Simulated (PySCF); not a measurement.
Rb: ionisation energy

Rb [Kr] 5s1 (2S) → Rb⁺ [Kr] (1S), as a difference of total energies. Computed with PySCF 2.14 in x2c-TZVPall (8s6p6d1f, 63 functions), with the spin-free X2C one-electron Hamiltonian (Gaussian nucleus). The calculations carry no spin-orbit coupling.

| method | ionisation energy (eV) |
| --- | --- |
| UHF | 3.798 |
| TPSS | 4.068 |
| PBE0 | 4.199 |

For comparison: 4.177 eV (measured; NIST Atomic Spectra Database, ionization energies).
